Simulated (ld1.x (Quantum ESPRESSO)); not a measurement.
## Building the PAW potential for scandium (BP86, scalar-relativistic).

The input file (ld1.x (Quantum ESPRESSO) 7.5):

```
&input
   title='Sc', zed=21., rel=1, dft='BP', iswitch=3,
   config='[Ar] 3d1 4s2 4p0',
   nld=3, rlderiv=2.45, eminld=-6.0, emaxld=5.0, deld=0.02
 /
 &inputp
   pseudotype=3, lpaw=.true., tm=.true., lloc=-2, rcloc=1.85,
   nlcc=.true., new_core_ps=.true.,
   which_augfun='BESSEL', rmatch_augfun=1.70,
   file_pseudopw='Sc.UPF', file_wfcaegen='ae.wfc', file_wfcncgen='nc.wfc', file_beta='beta', file_chi='chi', file_wfcusgen='us.wfc'
 /
6
3S  1  0   2.00   0.00  2.05  2.25  0.0
4S  2  0   2.00   0.00  2.05  2.25  0.0
3P  2  1   6.00   0.00  1.60  1.75  0.0
4P  3  1   0.00   0.00  1.60  1.75  0.0
3D  3  2   1.00   0.00  2.05  2.25  0.0
3D  3  2   0.00   2.10  2.05  2.25  0.0
 &test
   configts(1)='3s2 3p6 3d1 4s2 4p0'
 /
```

Command:

```bash
ld1.x < Sc.in > Sc.out
```

The program printed (shortened: banner, matrices, multipoles, cross overlaps and the repeated all-electron block are left out):

```
Program LD1 v.7.5
     --------------------------- All-electron run ----------------------------

     Sc
     scalar relativistic calculation

     atomic number is 21.00
     dft =BP   lsd =0 sic =0 latt =0  beta=0.20 tr2=1.0E-14
     Exchange-correlation= BP
                           (   1   1   1   1   0   0   0)
     mesh =1173 r(mesh) = 100.03074 a.u. xmin = -7.00 dx = 0.01250
     1 Ry =  13.60569312 eV, c = 137.03599908

     n l     nl                  e(Ry)          e(Ha)          e(eV)
     1 0     1S 1( 2.00)      -323.3359      -161.6679     -4399.2084
     2 0     2S 1( 2.00)       -34.8850       -17.4425      -474.6349
     2 1     2P 1( 6.00)       -28.5566       -14.2783      -388.5327
     3 0     3S 1( 2.00)        -4.0497        -2.0249       -55.0996
     3 1     3P 1( 6.00)        -2.4765        -1.2382       -33.6944
     3 2     3D 1( 1.00)        -0.2466        -0.1233        -3.3547
     4 0     4S 1( 2.00)        -0.3169        -0.1584        -4.3115
     4 1     4P 1( 0.00)        -0.1139        -0.0570        -1.5502

     final scf error:  4.1E-16 reached in  25 iterations

     Etot =   -1528.751849 Ry,    -764.375924 Ha,  -20799.728517 eV

     Ekin =    1540.345494 Ry,     770.172747 Ha,   20957.468091 eV
     Encl =   -3630.778932 Ry,   -1815.389466 Ha,  -49399.263944 eV
     Eh   =     640.078298 Ry,     320.039149 Ha,    8708.708891 eV
     Exc  =     -78.396708 Ry,     -39.198354 Ha,   -1066.641556 eV

     normalization and overlap integrals

     s(1S/1S) =  1.000000  <r> =   0.0730  <r2> =    0.0072  r(max) =   0.0476
     s(2S/2S) =  1.000000  <r> =   0.3435  <r2> =    0.1396  r(max) =   0.2845
     s(2P/2P) =  1.000000  <r> =   0.3077  <r2> =    0.1170  r(max) =   0.2329
     s(3S/3S) =  1.000000  <r> =   1.0748  <r2> =    1.3334  r(max) =   0.9213
     s(3P/3P) =  1.000000  <r> =   1.1691  <r2> =    1.6128  r(max) =   0.9685
     s(3D/3D) =  1.000000  <r> =   1.8690  <r2> =    4.8087  r(max) =   1.0974
     s(4S/4S) =  1.000000  <r> =   3.6983  <r2> =   15.7177  r(max) =   3.0971
     s(4P/4P) =  1.000000  <r> =   4.9684  <r2> =   28.8627  r(max) =   4.0268

     ------------------------ End of All-electron run ------------------------

     --------------------- Generating PAW atomic setup --------------------

      Generating local potential from pseudized AE potential:
      Matching radius rcloc =   1.8500
      Enforcing V''(0)=0 (lloc=-2)

      Local pseudo, rcloc= 1.832 Estimated cut-off energy=     9.42 Ry

      Computing core charge for nlcc:

       r > 0.56 : true rho core
      Core charge pseudized with two Bessel functions
      Integrated core pseudo-charge :   6.09
      Wfc-us  3S rcutus= 2.238  Estimated cut-off energy=    11.39 Ry
      Wfc-us  4S rcutus= 2.238  Estimated cut-off energy=    23.53 Ry
      Wfc-us  3P rcutus= 1.743  Estimated cut-off energy=    27.30 Ry
      Wfc-us  4P rcutus= 1.743  Estimated cut-off energy=    49.17 Ry
      Wfc-us  3D rcutus= 2.238  Estimated cut-off energy=    22.95 Ry
      Wfc-us  3D rcutus= 2.238  Estimated cut-off energy=    20.39 Ry

     Required augmentation: BESSEL   radius:    1.700000
     Suggested rho cutoff for augmentation:  33.52 Ry

     Estimated PAW energy = -157.268316 Ryd

     ------------------- End of pseudopotential generation -------------------

     Computing logarithmic derivative in   2.45775
     Computing logarithmic derivative in   2.45775
     Computing the partial wave expansion
     R is outside the sphere for l=    0 j= 0.00
     R is outside the sphere for l=    0 j= 0.00
     R is outside the sphere for l=    1 j= 0.00
     R is outside the sphere for l=    1 j= 0.00
     R is outside the sphere for l=    2 j= 0.00
     R is outside the sphere for l=    2 j= 0.00

     ---------------------- Testing the pseudopotential ----------------------

     Sc
     scalar relativistic calculation

     atomic number is 21.00   valence charge is 11.00
     dft = SLA  PZ   B88  P86   lsd =0 sic =0 latt =0  beta=0.20 tr2=1.0E-14
     mesh =1173 r(mesh) = 100.03074 xmin = -7.00 dx = 0.01250

     n l     nl             e AE (Ry)        e PS (Ry)    De AE-PS (Ry)
     1 0     3S   1( 2.00)       -4.04974       -4.04972       -0.00002
     2 1     3P   1( 6.00)       -2.47649       -2.47647       -0.00002
     3 2     3D   1( 1.00)       -0.24657       -0.24655       -0.00001
     2 0     4S   1( 2.00)       -0.31689       -0.31689       -0.00000
     3 1     4P   1( 0.00)       -0.11394       -0.11394       -0.00000

     eps = 5.6E-16  iter =  6

     Etot =   -1528.751849 Ry,    -764.375924 Ha,  -20799.728517 eV
     Etotps =  -157.268319 Ry,     -78.634159 Ha,   -2139.744481 eV

     Ekin =     111.574496 Ry,      55.787248 Ha,    1518.048354 eV
     Encl =    -263.626053 Ry,    -131.813027 Ha,   -3586.815183 eV
     Ehrt =      73.180000 Ry,      36.590000 Ha,     995.664618 eV
     Ecxc =     -78.396761 Ry,     -39.198380 Ha,   -1066.642270 eV
     (Ecc =     -22.000067 Ry,     -11.000034 Ha,    -299.326162 eV)

     ---------------------- End of pseudopotential test ----------------------
```

Generation and configuration tests took about 2.1 s on one core of a shared server CPU.
